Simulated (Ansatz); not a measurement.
Reaction (redistribution): `CC(C)[O][Ge][F]` + `C[S][Zn][F]` → `C[S][Ge][F]` + `CC(C)[O][Zn][F]`

Isolated molecules relaxed with PBE0-D4/def2-TZVP in Ansatz; ΔE leaves out vibrations. CCSD(T)/CBS adds triple-zeta CCSD(T) − MP2 to the extrapolated MP2 energy (def2 sets, frozen cores). For Ge, Zn outer-core shells are correlated without core-valence functions, which leaves a few kJ/mol of doubt a bond. Scalar relativity is left out up to krypton. Each species was taken in one conformer, which may not be the lowest.

```tsv
species	CCSD/CBS(def2) energy (Eh)
`CC(C)[O][Ge][F]`	-2369.46795
`C[S][Zn][F]`	-2315.82991
`C[S][Ge][F]`	-2613.55962
`CC(C)[O][Zn][F]`	-2071.71655
```

Question: Work out ΔE.

Answer: ΔE = (-2613.55962) + (-2071.71655) − (-2369.46795) − (-2315.82991) = 0.02169 Eh = +56.9 kJ/mol. CCSD(T)/CBS gives +54.3 kJ/mol.

Largest T1 diagnostic among the species: 0.016.

From PBE to PBE0 (25 % exact exchange), in def2-TZVPP and without D4, ΔE moves by +6.0 kJ/mol. In def2-TZVPP, CCSD(T) changes the Hartree–Fock value by −14.2 kJ/mol (the triples alone add −2.7 kJ/mol) and MP2 by −12.0 kJ/mol.
